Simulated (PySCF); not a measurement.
C7H5NS, SMILES N#Cc1ccc(S)cc1, GFN2-xTB optimised geometry.

```
14

N     -1.98    -3.47     0.00
C     -1.40    -2.47     0.00
C     -0.69    -1.25     0.00
C     -1.39    -0.04     0.00
C     -0.70     1.15     0.00
C      0.69     1.15     0.00
S      1.62     2.64     0.00
C      1.39    -0.06     0.00
C      0.70    -1.25     0.00
H     -2.47    -0.05     0.00
H     -1.24     2.09     0.00
H      0.58     3.47     0.00
H      2.47    -0.05     0.00
H      1.24    -2.19     0.00
```

Density from B3LYP/def2-TZVP (PySCF) at that geometry.

Minimum of the electron density along straight lines between bonded atoms, close to the bond critical point (lines longer than 1.1 times the sum of covalent radii, or with two minima, are not listed):

```
bond    length / Å  ρ at the minimum / e bohr⁻³  ∇²ρ there / e bohr⁻⁵  position (fraction from the first atom)
------  ----------  ---------------------------  --------------------  ---------------------------------------
N1–C2        1.147                        0.504                 -0.22                                     0.65
C2–C3        1.412                        0.298                 -0.90                                     0.54
C3–C4        1.396                        0.317                 -0.94                                     0.51
C4–C5        1.379                        0.327                 -0.98                                     0.50
C5–C6        1.391                        0.319                 -0.95                                     0.49
C6–S7        1.761                        0.202                 -0.40                                     0.49
C6–C8        1.393                        0.319                 -0.94                                     0.51
C3–C9        1.397                        0.316                 -0.93                                     0.51
C8–C9        1.378                        0.328                 -0.99                                     0.50
C4–H10       1.080                        0.291                 -1.06                                     0.65
C5–H11       1.080                        0.289                 -1.04                                     0.64
S7–H12       1.333                        0.223                 -0.67                                     0.64
C8–H13       1.079                        0.290                 -1.05                                     0.65
C9–H14       1.080                        0.291                 -1.06                                     0.65
```
